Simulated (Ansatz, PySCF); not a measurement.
C4H5Cl. Atoms are numbered in the order given.

```xyz
10

Cl     0.0093    -1.7866     0.0000
C     -0.0610    -0.0632     0.0000
C     -1.0739     0.8344     0.0000
C     -0.1069     2.0083     0.0000
C      1.0562     0.9533     0.0000
H     -2.1695     0.7545     0.0000
H     -0.1374     2.6549    -0.9027
H     -0.1374     2.6549     0.9027
H      1.7001     0.9556    -0.9039
H      1.7001     0.9556     0.9039
```

Geometry: PBE-D3(BJ)/def2-SVP.

Vertical ionisation energy (IE) and electron affinity (EA) in eV. Rows of orbital energies are one-electron estimates. Where ΔSCF, EOM or ADC give a negative EA the extra electron is unbound and the value depends on the basis.

| level | IE | EA |
|---|---|---|
| −ε(HOMO), −ε(LUMO), CAM-B3LYP/def2-TZVP (PySCF) | 8.31 | -1.17 |
| −ε(HOMO), −ε(LUMO), PBE/def2-TZVP (PySCF) | 5.90 | 0.97 |
| ΔSCF, PBE0/def2-SVPD (Ansatz), final states of multiplicity 2 and 2 | 9.17 | -1.78 |
| ΔSCF, PBE/def2-SVPD (Ansatz), final states of multiplicity 2 and 2 | 9.04 | -1.61 |

Problem. What vertical singlet–triplet gap does ΔSCF give with PBE0/def2-SVPD (Ansatz, an electronic-structure program) and with PBE/def2-SVPD (Ansatz)? (An estimate is asked for; the answer gives what the named calculation found.)

Solution. 3.90 and 4.02 eV (triplet above singlet where positive).
